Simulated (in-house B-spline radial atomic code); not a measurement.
Configurations of Lu²⁺, with energies counted from [Xe] 4f14 6s1. Method: Dirac-Hartree-Fock, average of configuration, Fermi nucleus of rms radius 5.37 fm. Calculated with a B-spline radial code for spherical atoms. Energies include first-order Breit, QED and recoil terms.

Occupations are held fixed; configurations that lie above the ionisation limit could autoionise.

```json
{"configuration": "[Xe] 4f14 7s1", "E - E(ref) (eV)": "10.042", "highest orbital": "7s1/2", "its <r> (bohr)": "6.277"}
{"configuration": "[Xe] 4f14 (9f5/2)1", "E - E(ref) (eV)": "18.023", "highest orbital": "9f5/2", "its <r> (bohr)": "29.86"}
{"configuration": "[Xe] (4f5/2)5 (4f7/2)8 6s1 (8g9/2)1", "E - E(ref) (eV)": "31.107", "highest orbital": "8g9/2", "its <r> (bohr)": "28.54"}
{"configuration": "[Kr] 4d10 4f14 5s2 (5p1/2)2 (5p3/2)3 6s1 (10d5/2)1", "E - E(ref) (eV)": "50.255", "highest orbital": "10d5/2", "its <r> (bohr)": "28.25"}
{"configuration": "[Kr] 4d10 4f14 5s2 (5p1/2)1 (5p3/2)4 6s1 (8g9/2)1", "E - E(ref) (eV)": "57.488", "highest orbital": "8g9/2", "its <r> (bohr)": "28.54"}
{"configuration": "[Kr] (4d3/2)3 (4d5/2)6 4f14 5s2 5p6 6s1 (10g9/2)1", "E - E(ref) (eV)": "233.53", "highest orbital": "10g9/2", "its <r> (bohr)": "46.51"}
```

(1) Order these further configurations by energy, lowest first.
A. [Kr] 4d10 4f14 5s2 (5p1/2)2 (5p3/2)3 6s1 (10g9/2)1
B. [Kr] 4d10 4f14 5s2 (5p1/2)1 (5p3/2)4 (5g7/2)1 6s1
C. [Xe] (4f5/2)6 (4f7/2)7 6s1 (10g7/2)1
D. [Kr] 4d10 4f14 5s2 (5p1/2)1 (5p3/2)4 6s1 (9g7/2)1
E. [Xe] 4f14 (7d3/2)1

(2) How far above the reference does [Xe] 4f14 (7p3/2)1 lie?

Answers

(1) E (14.323 eV), C (30.36 eV), A (51.126 eV), B (54.498 eV), D (57.891 eV).

(2) 11.954 eV; its least bound orbital is 7p3/2 with <r> = 7.475 bohr.
